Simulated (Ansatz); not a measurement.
Molecule: GeH4, charge -1, multiplicity 2. 
Coordinates optimised at B3LYP-D3(BJ)/def2-TZVP (Ansatz, a quantum-chemistry and plane-wave program):
```
Ge
H 1 1.5910
H 1 1.5910 2 99.01
H 1 1.7582 2 94.43 3 95.21
H 1 1.7582 2 94.43 3 -95.21
```
Charge -1, spin multiplicity 2.

Task: Give the harmonic wavenumbers at B3LYP-D3(BJ)/def2-TZVP (Ansatz, finite differences of forces, unscaled).

Result: 558, 672, 814, 851, 887, 965, 1315, 1859, 1865 cm⁻¹. Zero-point energy 14.0 kcal/mol.

Task: From these and the geometry, give the ideal-gas thermochemistry at 298.15 K and 1 atm (rigid rotor, harmonic oscillator).

Result: Point group C2v, rotational symmetry number 2. Rotational constants 98.04, 60.54, 55.57 GHz. S(trans) 38.93, S(rot) 16.15, S(vib) 1.52, S(elec, spin only) 1.38, S 58.0 cal/(mol K). H(298) - H(0) 2.72 kcal/mol; G - E(el) -0.6 kcal/mol.
